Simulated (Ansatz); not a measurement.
Job for Ansatz (a first-principles code): R-B97M-V/def2-TZVPP on MgS, 2S+1 = 1, a spin state set in the input, which need not be the lowest, a point of a bond scan (R = 2.145 Å).

Ansatz 0.2 input:
```yaml
crystal:
  periodic: [false, false, false]
  atoms:
    - {symbol: Mg, position_ang: [0.00000000, 0.00000000, 0.00000000]}
    - {symbol: S, position_ang: [0.00000000, 0.00000000, 2.14452000]}
basis:
  gaussian:
    orbitals: def2-TZVPP
    pivot_positions_ang: [[0.00000000, 0.00000000, 0.00000000], [0.00000000, 0.00000000, 2.14452000]]
hamiltonian:
  xc: {name: B97M-V}
output: {forces: true, orbitals: {seedname: ./end}}
```

The head of its log:

```
WARN ansatz: RAYON_NUM_THREADS=1 ignored (pool sized by the plan → 1); use --threads N
Functional definition: B97M-V
integrals: 0.03 GiB planned
572 factors; their error is unknown
mean field: 0.19 GiB planned
mean field evaluation 1: about -16269.0812 eV, gradient 3.8e1 eV
mean field evaluation 2: about -16161.7739 eV, gradient 1.2e2 eV
```

### Question
Give the final energy of this run.

### Answer
-598.1126 hartree.
